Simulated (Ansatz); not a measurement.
# Pulling the pair apart

The pair of NH$_{4}$⁺ (SMILES [NH4+], atoms 1–5) and HBr (SMILES Br, atoms 6–7), both closed shells, in one local arrangement (a lower one may exist), relaxed at PBE0-D4/def2-TZVP:

```
7
angstrom
N -0.0096 0.0489 -1.0192
H -0.9325 -0.2315 -1.3559
H 0.6789 -0.6566 -1.2875
H -0.0306 0.1442 0.0223
H 0.2461 0.9449 -1.4384
Br -0.1323 0.5286 2.3005
H 0.1801 -0.7785 2.7781
```

HBr is shifted rigidly along the line between the mean atom positions of the two fragments (negative: closer). Counterpoise interaction energies in kJ/mol. Program: Ansatz 0.2.0. Basis: def2-TZVPPD. Cores are frozen in the correlated methods. Filled d shells of the heavier atoms are correlated. The def2 sets are not built for correlating such inner shells, so the correlated values are less sure here. B3LYP uses VWN-RPA correlation.

| shift (Å) | B3LYP-D4 | PBE-D4 | MP2 |
| --- | --- | --- | --- |
| -0.23 | -34.8 | -40.4 | -28.6 |
| -0.12 | -39.5 | -44.2 | -33.5 |
| 0.00 | -41.1 | -45.0 | -35.4 |
| 0.12 | -40.6 | -44.0 | -35.4 |
| 0.28 | -38.1 | -40.8 | -33.4 |
| 0.58 | -31.2 | -33.1 | -27.6 |
| 1.16 | -19.2 | -20.4 | -17.5 |
| 2.31 | -8.2 | -8.4 | -7.8 |

Problem. What does CCSD(T) give at these shifts? (An estimate is asked for; the value comes from the calculation.)

Solution. Computed: -26.6, -32.0, -34.3, -34.5, -32.8, -27.2, -17.2, -7.6 kJ/mol. For zero shift, CCSD(T) at an estimated basis limit (MP2 extrapolated from triple and quadruple zeta, plus CCSD(T) − MP2 in triple zeta) gives -37.0 kJ/mol. These are counterpoise interaction energies, counted from the two frozen fragments.

The T1 diagnostic stays at or below 0.006.

For scale, one of the runs: CCSD(T)/def2-TZVPPD, 179 basis functions, launched by `ansatz run in.yaml --threads 2 --pin off --events-out ev --progress --plain --max-ram 5222MiB`. The run took 47 s on 2 CPU threads of an Arm Neoverse V1 (shared host), with 1.7 GiB of host memory at its peak.
